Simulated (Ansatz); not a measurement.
Total energies of `Cl[SiH]1C=C1`.

```xyz
7

Cl   -1.377   -0.899    2.008
Si    0.160   -0.245    0.822
C     0.111   -0.379   -0.960
C    -0.102    0.878   -0.544
H     1.388   -0.305    1.634
H     0.139   -0.870   -1.925
H    -0.318    1.819   -1.035
```

Total charge 0; spin multiplicity 1. Geometry: relaxed with PBE0-D4/def2-TZVP. Basis def2-TZVPP, Ansatz 0.2.0.

RPA on PBE orbitals: Hartree–Fock energy of these orbitals -825.90457 Eh, correlation -1.02225 Eh (frozen core).

```
             functional  energy without D4 (Eh)  D4 term (kJ/mol)
            LDA (SPW92)              -824.36761                 –
                    PBE              -827.29938             -15.8
                 revPBE              -827.57545             -45.8
                   BLYP              -827.69967             -34.9
                 r2SCAN              -827.63812              -3.6
                 B97M-V              -827.55554                 –
                   PBE0              -827.37245             -13.3
                  B3LYP              -827.77691             -25.9
                r2SCANh              -827.63147              -3.9
                r2SCAN0              -827.62232              -4.3
HSE06 (plane-wave form)              -827.35369             -12.5
                  BHLYP              -827.69156             -20.7
              CAM-B3LYP              -827.71317             -13.6
                LC-ωPBE              -827.46407                 –
                ωB97X-V              -827.60377                 –
                ωB97M-V              -827.66672                 –
                 B2PLYP              -827.42013                 –
               PBE-QIDH              -827.18983                 –
```

B3LYP takes the VWN-RPA correlation (the form of Gaussian; ORCA's B3LYP/G). HSE06 is the plane-wave form, built on full-range PBE exchange. The double hybrids freeze the cores in their second-order part.

LC-ωPBE has ω = 0.4 bohr⁻¹.
